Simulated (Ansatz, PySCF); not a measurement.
Gas-phase reaction in SMILES: N[Si](N)(N)Cl → N[Si](N)N + Cl atom (the Cl-Si bond at the site shown breaks; other sites are not compared here)
Structures are relaxed separately at B3LYP-D3(BJ)/def2-TZVP in Ansatz (an electronic-structure program), one conformer each, not searched for the lowest.

Quantity: bond dissociation energy (0 K, with B3LYP-D3(BJ) harmonic zero-point energies from PySCF), in kJ/mol. Valence correlation only, unless marked. UHF or UKS for open shells. No spin-orbit coupling. Non-relativistic. Basis-set limits of correlation are two-point, X^-3; Hartree-Fock from the larger set.

CCSD(T)/CBS(aug-cc-pV(T+d)Z,aug-cc-pV(Q+d)Z) (Ansatz) gives 504.3 kJ/mol.

Question: Another calculation gave 467.6 kJ/mol. Which level was it?
A) wB97M-V/def2-TZVPD (Ansatz)
B) B2GP-PLYP/def2-TZVPD (Ansatz)
C) revPBE/def2-TZVPD (Ansatz)
D) BHLYP/def2-TZVPD (Ansatz)

Answer: D, BHLYP/def2-TZVPD (Ansatz). The others give 484.2 (B2GP-PLYP), 449.8 (revPBE), 505.9 (wB97M-V) kJ/mol.
